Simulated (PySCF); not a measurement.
In(I)3 cation (I3In), SMILES [I][In]([I])[I] (connectivity only; charge and spin as stated), charge +1, multiplicity 2.

Coordinates come from a B3LYP-D3(BJ)/def2-SVP optimisation. The spin state was assumed, not searched. The isomer is the one that the SMILES or the coordinates give; other isomers of the formula were not compared. The def2 effective core potentials stand for the cores of I, In; spin–orbit coupling is left out.

Computed with B3LYP-D3(BJ)/def2-SVP in PySCF.

Frequencies are harmonic and unscaled.

Q: Estimate the vibrational spectrum. (An estimate is asked for; the answer gives what the named calculation found.)

A: 
| mode | ν (cm⁻¹) | IR (km/mol) | moving atoms (share of kinetic energy) |
|---|---|---|---|
| 1 | 35 | 0.8 | I 67 %, In 33 % |
| 2 | 48 | 1.6 | In 76 %, I 24 % |
| 3 | 60 | 1.4 | I 92 % |
| 4 | 141 | 0.2 | I 99 % |
| 5 | 141 | 0.4 | I 57 %, In 43 % |
| 6 | 261 | 34.0 | In 68 %, I 32 % |
